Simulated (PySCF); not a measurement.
**Excitation energy of In by level of theory**

In [Kr] 4d10 5s2 5p1 (2P) → In [Kr] 4d10 5s2 5d1 (2D), as a difference of total energies. Computed with PySCF 2.14 in aug-cc-pwCVDZ-PP with ECP28MDF, with scalar relativity through the core potential. Correlated levels: valence: 4s2 4p6 4d10 frozen; valence and next inner shell: nothing frozen outside the core potential. The calculations carry no spin-orbit coupling.

```csv
method,excitation energy (eV)
UHF,4.534
LDA,4.283
PBE,4.065
PBE0,4.242
r2SCAN,4.385
B2PLYP,4.362
BLYP,4.038
TPSS,4.128
r2SCAN0,4.494
MP2 (valence),4.551
SCS-MP2 (valence),4.536
MP2 (valence and next inner shell),4.573
SCS-MP2 (valence and next inner shell),4.527
```

Question: How much does correlation contribute at MP2 (valence and next inner shell)?

Answer: 4.573 − (4.534) = 0.039 eV, measured against UHF.

Errors of the correlated levels include the incompleteness of this basis and the frozen core.

The promoted electron is Rydberg-like, and one or two diffuse shells describe it only roughly, which tends to raise the upper state.

In the upper state the promoted electron has a positive orbital energy at LDA, r2SCAN, BLYP, TPSS, so the basis confines it.

For comparison: 3.897 eV (measured; NIST levels, between the centres of gravity of the two terms).
